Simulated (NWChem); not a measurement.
Molecule: CdTe; SMILES [Cd]=[Te]

Results from NWChem. B3LYP is NWChem's, with the RPA form of VWN correlation. Each level has its own optimisation; frequencies are unscaled.

For level Hartree-Fock/STO-3G (all-electron, non-relativistic):

```yaml
r Cd–Te (Å): 2.386
highest harmonic frequency (cm⁻¹): 284
```

How do the values read with level B3LYP/3-21G (all-electron, non-relativistic) instead?


- r Cd–Te (Å) = 2.657
- highest harmonic frequency (cm⁻¹) = 186
